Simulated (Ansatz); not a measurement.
A structure relaxed at PBE0-D4/def2-TZVP, charge 0, multiplicity 1:

```
atom   x (Å)   y (Å)   z (Å)
  C1   1.465  -1.436   0.864
  C2   0.672  -0.661   0.397
 Sn3  -0.675   0.661  -0.398
 Cl4   0.363   2.613  -1.008
 Cl5  -2.312   1.170   1.126
 Cl6  -1.682  -0.223  -2.259
  H7   2.168  -2.124   1.279
```

**Question.** Give its formula and SMILES.

**Answer.** C2HCl3Sn, `C#[C][Sn]([Cl])([Cl])[Cl]`.

**Question.** Point group (tolerance 0.08 Å, 0.16 Å for H)?

**Answer.** C3v.

**Question.** Summarise the bond lengths by kind.

**Answer.** 1 × C–C 1.204 Å; 1 × C–H 1.067 Å; 1 × C–Sn 2.048 Å; 3 × Cl–Sn 2.293 Å.

Results of the Gaussian-basis code of Ansatz.
